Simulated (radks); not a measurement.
Fractional charge and spin in the 3s shell of magnesium: the spin-up occupation runs from 0 to 1 and the spin-down occupation from 0 to 1; the fullest corner is Mg, [Ne] 3s(up 1, down 1). Calculated with a radial shooting solver on a logarithmic mesh with Libxc functionals: non-relativistic Kohn-Sham, PBE, spin-polarised, spherical densities, point nucleus. Energy (eV) above the fullest corner. The planes named below are the two flat planes that join the four corners, with an edge along up + down = one added electron.

down \ up       0     0.5      1
0          22.949  14.420  7.612
0.5        14.420   7.949  3.070
1           7.612   3.070  0.000

Corners above the fullest one (they belong to Mg+ and the next ion): (up 1, down 0) 7.612 eV, (up 0, down 1) 7.612 eV, (up 0, down 0) 22.949 eV. With half an added electron in each spin the energy lies 0.337 eV from the planes (fractional-spin error, the static-correlation error of a stretched bond), and with half an added electron in spin up alone -0.861 eV (fractional-charge error). For a frontier s shell over closed shells the exact functional lies on the planes.
